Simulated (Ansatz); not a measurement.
Reaction (redistribution): `C[SiH2]B1N[SiH2]1` + `FB(F)Cl` → `ClB1N[SiH2]1` + `C[SiH2]B(F)F`

Calculated with Ansatz (gas phase, PBE0-D4/def2-TZVP geometries, no zero-point term in ΔE). CCSD(T)/CBS is the MP2 limit (def2-TZVPP, def2-QZVPP) plus CCSD(T) − MP2 in def2-TZVPP, frozen cores. Functionals use def2-TZVPP. B3LYP here is the variant with VWN-RPA as its local correlation; programs differ in this. One conformer a species, not always the lowest.

`C[SiH2]B1N[SiH2]1`:

```xyz
13

C    -0.558    1.297    1.924
Si    0.777    0.248    1.119
B     0.266   -0.482   -0.666
N    -0.795   -0.472   -1.548
Si    0.419   -1.457   -2.340
H    -0.229    1.671    2.896
H    -1.470    0.715    2.077
H    -0.807    2.157    1.298
H     2.019    1.058    0.954
H     1.121   -0.897    2.011
H    -1.719   -0.067   -1.581
H     0.033   -2.878   -2.536
H     0.943   -0.892   -3.609
```

`FB(F)Cl`:

```xyz
4

F     1.252   -0.313   -0.444
B     0.021   -0.079   -0.062
F    -0.937   -0.865   -0.487
Cl   -0.337    1.257    0.994
```

`ClB1N[SiH2]1`:

```xyz
7

Cl    2.691    0.743    0.095
B     1.026    0.273   -0.012
N    -0.035    0.181    0.861
Si   -0.660   -0.333   -0.703
H    -0.224    0.347    1.838
H    -1.706    0.540   -1.293
H    -1.091   -1.752   -0.785
```

`C[SiH2]B(F)F`:

Cartesian coordinates in Å:
```
C -1.309 -0.312 0.666
Si 0.426 -0.596 0.024
B 1.187 1.065 -0.873
F 0.501 2.191 -0.973
F 2.401 1.083 -1.394
H -1.982 -0.037 -0.149
H -1.323 0.496 1.400
H -1.701 -1.213 1.142
H 1.349 -0.977 1.131
H 0.452 -1.702 -0.974
```

| level | ΔE (kcal/mol) | difference from CCSD(T)/CBS |
| --- | --- | --- |
| PBE-D4 | 2.8 | -0.6 |
| B3LYP-D4 | 2.8 | -0.6 |
| B2PLYP | 2.8 | -0.6 |
| PBE | 2.5 | -0.9 |
| r2SCAN | 3.6 | 0.2 |
| PBE0 | 3.0 | -0.4 |
| B3LYP | 2.3 | -1.1 |
| HF/def2-TZVPP | 2.7 | -0.7 |
| SCS-MP2/def2-TZVPP | 3.4 | 0.0 |
| CCSD/def2-TZVPP | 3.6 | 0.2 |
| CCSD(T)/def2-TZVPP | 3.8 | 0.4 |
| HF/def2-QZVPP | 2.8 | -0.6 |
| SCS-MP2/def2-QZVPP | 3.2 | -0.2 |
| HF/CBS(def2) | 2.8 | -0.6 |
| MP2/CBS(def2) | 3.4 | 0.0 |
| CCSD/CBS(def2) | 3.2 | -0.2 |
| CCSD(T)/CBS | 3.4 | 0 |

Largest T1 diagnostic among the species: 0.014.

In def2-TZVPP, CCSD(T) changes the Hartree–Fock value by +1.1 kcal/mol (the triples alone add +0.2 kcal/mol) and MP2 by +1.0 kcal/mol.
